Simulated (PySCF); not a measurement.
# Excitation energies in several basis sets

Species: BrH₇OSi₃.
InChI=1S/BrH7OSi3/c1-3-5-4-2/h2H,3-5H2

TDDFT with PBE0 (PySCF), vertical singlets, core orbitals frozen in the response, spherical d and f functions. The structure is a single PBE0-D3(BJ)/def2-SVP conformer in the gas phase; no vibrational or solvent corrections. Relativistic effects, spin–orbit coupling among them, are left out although an element past zinc is present.

| basis | functions | diffuse | S1 (eV) | S2 (eV) | S3 (eV) | S4 (eV) | S5 (eV) | LUMO (eV) | α (au) |
| --- | --- | --- | --- | --- | --- | --- | --- | --- | --- |
| 6-31G* | 114 | no | 5.82 | 6.19 | 6.22 | 6.61 | 6.72 | -0.58 | 92.5 |
| def2-SVP | 135 | no | 5.92 | 6.23 | 6.30 | 6.66 | 6.78 | -0.51 | 96.8 |
| def2-SVPD | 192 | yes | 5.72 | 5.96 | 6.15 | 6.44 | 6.56 | -0.83 | 113.1 |
| aug-cc-pVDZ | 203 | yes | 5.69 | 5.87 | 6.12 | 6.37 | 6.51 | -0.90 | 114.1 |
| def2-TZVP | 232 | no | 5.74 | 5.92 | 6.21 | 6.42 | 6.58 | -0.78 | 107.5 |
| def2-TZVPD | 289 | yes | 5.66 | 5.81 | 6.13 | 6.32 | 6.46 | -0.94 | 114.2 |

**Question.** How much do these states and the polarisability depend on the basis?

**Answer.** States are compared by their number. Against the largest diffuse basis here (def2-TZVPD, itself not a converged limit), sets without diffuse functions differ by up to 0.26 eV in S1 and 0.32 eV in S5; the smaller diffuse sets differ by up to 0.06 and 0.10 eV. State by state, the largest deviation of a set without diffuse functions is S1 0.26, S2 0.41, S3 0.17, S4 0.34, S5 0.32 eV. The same number needn't mean the same state in each row. Against def2-TZVPD the polarisability deviates by -19% in 6-31G*, -15% in def2-SVP, -1% in def2-SVPD, 0% in aug-cc-pVDZ, -6% in def2-TZVP.
